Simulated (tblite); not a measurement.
Species: pentafluoropyridine, C₅F₅N.
InChI=1S/C5F5N/c6-1-2(7)4(9)11-5(10)3(1)8

Computed with GFN2-xTB (tblite): harmonic, unscaled wavenumbers at the GFN2-xTB geometry, gas phase. Against measured fundamentals such values can be off by several per cent, at times by over 20.

Harmonic wavenumbers (cm⁻¹): 103.6, 141.5, 204.6, 238.7, 238.9, 294.3, 323.3, 325.9, 416.1, 430.6, 445.5, 576.2, 585.6, 608.2, 655.4, 665.9, 697.4, 951.3, 1055.3, 1140.2, 1224.9, 1279.8, 1403.4, 1456.4, 1483.5, 1546.5, 1567.7.

A = 1461, B = 1077, C = 619.8 MHz; mass 168.995 u (most abundant isotopes); point group C2v, symmetry number 2.

Problem. What is the zero-point energy?

Solution. ½Σν̃ = 10030 cm⁻¹ = 28.68 kcal/mol.

Problem. Entropy at 500 K, 1 bar (ideal gas, RRHO, classical rotation)?

Solution. Translation 43.88, rotation 30.34, vibration 37.45: S = 111.7 cal/(mol K).

Problem. And Cp and H(500 K) − H(0)?

Solution. Cp = 44.58 cal/(mol K), of which vibrations give 36.63 (their classical limit is 27 R = 53.7); H(500 K) − H(0) = 14.16 kcal/mol without the zero-point energy, 10.18 from vibrations.

Problem. Which modes carry the vibrational entropy at 500 K?

Solution. 103.6 cm⁻¹: 4.40; 141.5 cm⁻¹: 3.79; 204.6 cm⁻¹: 3.07; 238.7 cm⁻¹: 2.77; 238.9 cm⁻¹: 2.77; 294.3 cm⁻¹: 2.38 cal/(mol K); the other 21 give 18.28 together.

Problem. How do the functions run with temperature in this model?

Solution. 
```json
{"T (K)": "50", "S (cal/(mol K))": "56.6", "Cp (cal/(mol K))": "10.0", "H − H(0) (kcal/mol)": "0.42", "G − H(0) (kcal/mol)": "-2.41", "ln q(vib)": "0.07"}
{"T (K)": "100", "S (cal/(mol K))": "65.2", "Cp (cal/(mol K))": "15.6", "H − H(0) (kcal/mol)": "1.06", "G − H(0) (kcal/mol)": "-5.46", "ln q(vib)": "0.56"}
{"T (K)": "298.15", "S (cal/(mol K))": "91.4", "Cp (cal/(mol K))": "33.9", "H − H(0) (kcal/mol)": "6.14", "G − H(0) (kcal/mol)": "-21.10", "ln q(vib)": "4.34"}
{"T (K)": "373.15", "S (cal/(mol K))": "99.5", "Cp (cal/(mol K))": "38.5", "H − H(0) (kcal/mol)": "8.86", "G − H(0) (kcal/mol)": "-28.27", "ln q(vib)": "5.94"}
{"T (K)": "750", "S (cal/(mol K))": "131.3", "Cp (cal/(mol K))": "51.8", "H − H(0) (kcal/mol)": "26.31", "G − H(0) (kcal/mol)": "-72.15", "ln q(vib)": "13.44"}
{"T (K)": "1000", "S (cal/(mol K))": "146.7", "Cp (cal/(mol K))": "55.5", "H − H(0) (kcal/mol)": "39.76", "G − H(0) (kcal/mol)": "-106.98", "ln q(vib)": "17.71"}
```

q(vib) and H(0) count from the zero-point level.

Problem. What must be added to the electronic energy to get the Gibbs energy at 500 K and 1 bar?

Solution. ZPE + [H(500 K) − H(0)] − T·S = 28.68 + 14.16 − 55.84 = -13.00 kcal/mol.

Hindered rotation and anharmonicity are outside this model.

Time: 0.36 s wall, 0.71 s CPU. Hardware: AMD EPYC 9R14, 2 threads, no GPU, shared host with 96 logical CPUs at a one-minute load of 54. This covers the Hessian and the dipole derivatives.
